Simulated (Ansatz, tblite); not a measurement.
Forces on the cluster Re₂Te₃ at its PBE-D4/def2-SVP geometry. Charge 0, multiplicity 1.

In the def2 sets Re, Te take a core potential; there is no spin–orbit coupling. The xTB rows come from tblite. The restricted singlet is unstable towards broken spin symmetry in Hartree–Fock (as tested in another run); at PBE-D4/def2-TZVP this wasn't settled. No other spin state of charge 0 was run. Another isomer (singlet) lies 0.23 eV lower at PBE0-D4/def2-TZVP; other spin states weren't run for this one.

GFN1-xTB (tblite), largest force 9.96 eV/Å:

```xyz
5
positions Å, forces eV/Å
Re   -0.600    0.726   -0.597   -4.383    6.799   -5.803
Re    0.445   -0.708    0.735    4.509   -6.818    5.690
Te    0.949   -2.716   -0.645    0.194   -0.470    0.151
Te   -1.848    0.199    1.664   -0.250    0.028    0.223
Te    1.053    2.499   -1.158   -0.070    0.461   -0.260
```

GFN2-xTB (tblite), largest force 9.88 eV/Å:

```
Re -4.029 6.369 -6.374
Re 5.157 -6.498 5.360
Te -0.052 -0.323 0.128
Te -0.987 0.107 0.887
Te -0.089 0.345 -0.001
```

PBE-D4/def2-TZVP (Ansatz), largest force 0.48 eV/Å:

```
Re 0.214 0.116 0.257
Re -0.242 -0.118 -0.230
Te -0.072 0.325 0.215
Te 0.358 -0.036 -0.325
Te -0.257 -0.286 0.082
```
